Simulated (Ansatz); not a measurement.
Start from `C[BH][SbH2]` and change one atom or group to get `CBC`.

Ansatz, PBE0-D4/def2-TZVP geometries, multiplicity 1. 

Elements past krypton have def2 core potentials.

```json
{"property": "HOMO energy (ωB97M-V/def2-TZVPP) / eV", "`C[BH][SbH2]`": "-8.84"}
{"property": "HOMO energy (B3LYP/def2-TZVPP) / eV", "`C[BH][SbH2]`": "-6.63"}
{"property": "size of the dipole moment (B3LYP/def2-TZVPP) / D", "`C[BH][SbH2]`": "1.13"}
{"property": "HOMO energy (PBE0/def2-TZVPP) / eV", "`C[BH][SbH2]`": "-6.80"}
{"property": "HOMO–LUMO gap (B3LYP/def2-TZVPP) / eV", "`C[BH][SbH2]`": "4.83"}
{"property": "LUMO energy (PBE0/def2-TZVPP) / eV", "`C[BH][SbH2]`": "-1.62"}
```

Problem. Give the same properties after the change, and the shifts. (Best estimate.)

Solution. The calculation gave: 
| property | `CBC` | shift |
| --- | --- | --- |
| HOMO energy (ωB97M-V/def2-TZVPP) / eV | -10.97 | -2.13 |
| HOMO energy (B3LYP/def2-TZVPP) / eV | -8.47 | -1.84 |
| size of the dipole moment (B3LYP/def2-TZVPP) / D | 0.42 | -0.71 |
| HOMO energy (PBE0/def2-TZVPP) / eV | -8.64 | -1.84 |
| HOMO–LUMO gap (B3LYP/def2-TZVPP) / eV | 7.65 | 2.82 |
| LUMO energy (PBE0/def2-TZVPP) / eV | -0.58 | 1.04 |

With PBE0 the HOMO falls by 1.84 eV and the LUMO rises by 1.04 eV, so the gap widens by about 2.88 eV. PBE moves the HOMO by -1.41 eV and ωB97M-V by -2.13 eV. The zero-point energy changes by 59.4 kJ/mol with +3 modes. Dipoles are sizes alone; their direction can turn.

B3LYP here is the variant with VWN-RPA as its local correlation; programs differ in this.

Spin–orbit coupling is left out; it splits and shifts lone-pair levels of the heavy atoms by tenths of an eV.
